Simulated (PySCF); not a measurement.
**LiTl, r²SCAN: how much the basis matters**

PySCF, UKS reference; singlet, unpaired electrons none; De to Li + Tl without counterpoise correction.

```json
{"basis": "def2-SVP", "relativity": "scalar-relativistic core potentials", "functions": "35", "Re (Å)": "3.046", "ωe (cm⁻¹)": "253", "De (eV)": "0.83", "μ (D)": "-1.64"}
{"basis": "cc-pVDZ/cc-pVDZ-PP", "relativity": "scalar-relativistic core potentials", "functions": "37", "Re (Å)": "3.036", "ωe (cm⁻¹)": "253", "De (eV)": "0.82", "μ (D)": "-1.26"}
{"basis": "aug-cc-pVDZ/aug-cc-pVDZ-PP", "relativity": "scalar-relativistic core potentials", "functions": "55", "Re (Å)": "3.031", "ωe (cm⁻¹)": "253", "De (eV)": "0.82", "μ (D)": "-1.44"}
```

(1) How does each smaller set differ from the one with most functions, aug-cc-pVDZ/aug-cc-pVDZ-PP?

A positive dipole means Li(−)Tl(+). Closed-shell solutions of metal pairs were not tested for spin polarisation, which can lower them a little. These are scalar-relativistic numbers at best; spin–orbit coupling would shift them, the dissociation energy most.

## Answers

(1) def2-SVP: +1.5 pm, +0.0 % in ωe, +0.01 eV in De; cc-pVDZ/cc-pVDZ-PP: +0.5 pm, +0.0 % in ωe, +0.00 eV in De. All at r²SCAN; the set with most functions is neither the basis-set limit nor always the best.
